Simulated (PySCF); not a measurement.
I3In, SMILES [I][In+]([I])[I] (connectivity only; charge and spin as stated), charge +1, multiplicity 2. Atoms are numbered in the order given.

```xyz
4

In     0.0000     0.0000     0.0000
I      2.6940     0.0000     0.0000
I     -1.3470     2.3330     0.0000
I     -1.3470    -2.3330     0.0000
```
Charge +1, spin multiplicity 2.

Geometry: PBE-D3(BJ)/def2-SVP. The def2 effective core potentials stand for the cores of I, In; spin–orbit coupling is left out.

All values below come from PBE0/def2-TZVP (PySCF).

ESP charges are fitted to the potential on shells at 1.4 to 2.0 van der Waals radii. Atomic charges (e):

```
atom  Löwdin  Mulliken  ESP fit  Mulliken spin
----  ------  --------  -------  -------------
In1    -0.42      0.73     0.18          -0.07
I2      0.47      0.09     0.28           0.36
I3      0.47      0.09     0.27           0.36
I4      0.47      0.09     0.27           0.36
```
